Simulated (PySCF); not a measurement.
Theory: core-valence-separated Tamm–Dancoff BHandHLYP/aug-pcX-1 (pcseg-1 on H) in PySCF, non-relativistic, gas phase, PBE0-D3(BJ)/def2-SVP geometry. No empirical shift is added; at this level the pattern usually sits a few eV under experiment.

Main lines of an unknown, eV (oscillator strength): C K: 282.5 (0.059), 282.7 (0.062), 285.0 (0.088), 285.6 (0.015), 285.8 (0.010); O K: 529.5 (0.044), 533.2 (0.019), 533.3 (0.025). Listed: the first five lines at most of each edge with a tenth or more of its strongest line's intensity; roots within 0.03 eV on the same or equivalent atoms are summed. Only the lowest roots were sought, and the top ones are left out.

Question: Which candidate gives them?
A. `O(/C=C\CC=O)C`
B. `C=C[C@H](C)C(=O)O`
C. `C1OCC12COC2`
D. `CC(=O)/C=C(/C)O`

Answer: B. 

- `C=C[C@H](C)C(=O)O`: C K: 282.5 (0.059), 282.7 (0.062), 285.0 (0.088), 285.6 (0.015), 285.8 (0.010); O K: 529.5 (0.044), 533.2 (0.019), 533.3 (0.025). First C line listed at 282.5 eV, hole on the terminal =CH2 carbon (1s→π*); first O line listed at 529.5 eV, hole on the acid carbonyl oxygen (1s→π*).
- `CO/C=C\CC=O`: C K: 283.1 (0.053), 283.2 (0.081), 284.3 (0.068), 285.7 (0.012), 285.9 (0.014); O K: 528.5 (0.052), 533.5 (0.012), 534.3 (0.015), 534.6 (0.006). First C line listed at 283.1 eV, hole on the alkene CH carbon (1s→π*); first O line listed at 528.5 eV, hole on the aldehyde oxygen (1s→π*).
- `CC(=O)/C=C(/C)O`: C K: 283.1 (0.010), 283.5 (0.078), 283.8 (0.080), 285.2 (0.042), 285.4 (0.016); O K: 529.1 (0.039), 531.4 (0.022), 534.9 (0.004). First C line listed at 283.1 eV, hole on the alkene CH carbon; first O line listed at 529.1 eV, hole on the ketone oxygen (1s→π*).
- `C1OCC12COC2`: C K: 286.5 (0.155), 286.9 (0.076), 287.1 (0.066), 287.5 (0.147); O K: 532.8 (0.022), 533.7 (0.080), 533.9 (0.009). First C line listed at 286.5 eV, hole on the sp3 carbon bound to oxygen; first O line listed at 532.8 eV, hole on the cyclic ether oxygen.

One conformer each; other structures than these candidates weren't tested.

Shape of the structure used: `[CH2:1]=[CH:2][C@H:3]([CH3:4])[C:5](=[O:6])[OH:7]`: C1–C2–C3–C4 -125°, C2–C3–C5–O6 92°, H–O7–C5–C3 177°.
